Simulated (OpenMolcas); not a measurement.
# Cr2+: effect of the basis set

```
Program             : OpenMolcas 26.06
Method              : RASSCF
Active space        : 10 electrons in 8 orbitals (RAS1 3p, at most 2 holes; RAS2 3d)
State averaging     : 2S+1 = 5 even, 5 roots; 2S+1 = 3 even, 45 roots; 2S+1 = 1 even, 44 roots
Spin-orbit coupling : RASSI with atomic mean-field integrals over the reference wave functions, term energies averaged over their components
```

A. ANO-R2 [6s4p4d2f], X2C, finite nucleus; cost roughly 90 core-seconds
B. ANO-RCC-VTZP [6s5p3d2f1g], DKH2, point nucleus; cost of the order of 40 core-seconds
C. ANO-RCC-VQZP [7s6p4d3f2g1h], DKH2, point nucleus; cost roughly 90 core-seconds

Energies in cm⁻¹ above 3d⁴ ⁵D₀, the measured ground level; measured values from Sugar and Corliss, J. Phys. Chem. Ref. Data 6, 317 (1977).

| Level | A | B | C | Measured |
| --- | --- | --- | --- | --- |
| 3d⁴ ⁵D₀ | 0.0 | 0.0 | 0.0 | 0.0 |
| 3d⁴ ⁵D₁ | 69.0 | 68.5 | 69.4 | 62.2 |
| 3d⁴ ⁵D₂ | 204 | 203 | 206 | 183 |
| 3d⁴ ⁵D₃ | 402 | 399 | 404 | 357 |
| 3d⁴ ⁵D₄ | 655 | 650 | 659 | 576 |
| 3d⁴ ³P₀(1) | 18709 | 18826 | 18753 | 16771 |
| 3d⁴ ³P₁(1) | 19116 | 19231 | 19165 | 17169 |
| 3d⁴ ³P₂(1) | 19855 | 19965 | 19911 | 17851 |
| 3d⁴ ³H₄ | 21640 | 21769 | 21692 | 17274 |
| 3d⁴ ³F₂(1) | 21787 | 21911 | 21840 | 18452 |
| 3d⁴ ³H₅ | 21788 | 21917 | 21843 | 17397 |
| 3d⁴ ³F₃(1) | 21870 | 21993 | 21923 | 18511 |
| 3d⁴ ³H₆ | 21952 | 22080 | 22008 | 17531 |
| 3d⁴ ³F₄(1) | 21976 | 22099 | 22030 | 18583 |
| 3d⁴ ³G₃ | 25661 | 25798 | 25715 | 20704 |
| 3d⁴ ³G₄ | 25833 | 25970 | 25890 | 20853 |
| 3d⁴ ³G₅ | 26009 | 26145 | 26068 | 20996 |
| 3d⁴ ¹G₄(1) | 30458 | 30627 | 30523 | 25139 |
| 3d⁴ ³D₃ | 31427 | 31576 | 31485 | 25726 |
| 3d⁴ ³D₂ | 31476 | 31625 | 31535 | 25781 |
| 3d⁴ ³D₁ | 31537 | 31685 | 31596 | 25848 |
| 3d⁴ ¹I₆ | 32478 | 32659 | 32543 | 26015 |
| 3d⁴ ¹S₀ | 32548 | 32718 | 32613 | 27372 |
| 3d⁴ ¹D₂ | 36651 | 36828 | 36715 | 32152 |

Deviations, from unrounded energies. A percentage is the sum of absolute deviations over the sum of measured energies, with the sign that they share, or ± where signs differ.

| Against measurement | Levels | A | B | C |
| --- | --- | --- | --- | --- |
| mean absolute deviation (cm-1) | 23 | 3600 | 3700 | 3600 |
| fine structure of the ground term (%) | 4 | +12.9 | +12.1 | +13.5 |
| other terms of the ground configuration (%) | 19 | +20.2 | +20.8 | +20.4 |

A, B, C lie about equally close to measurement. The largest miss of A in the table is 3d⁴ ¹I₆, by +6500 cm-1. The ranking rests on the paired levels alone, and a cruder setting can come out closer through cancelling errors.

Among A to C the level of the table that moves most is 3d⁴ ¹I₆, by 180 cm-1 (lowest in A, highest in B).

Without dynamic correlation excited terms often stand tens of per cent too high (terms of higher spin than the ground term too low), and those without a measured partner can miss by more than the paired ones. Active for correlation alone: 3p; no level in the range computed is led by a configuration that opens it, so any true level of that kind is missing. Measured partners are found by configuration, term and J. A level has none where our copy of the source lacks it or the pairing is in doubt (some pairs that miss far off the trend of their configuration count as doubtful), and it then counts in no deviation. Only configurations of the active space appear. The table leaves out levels that lie high or whose names do not pair safely across all columns.

A number in round brackets counts repeated terms of one configuration in the order of the reference energies.
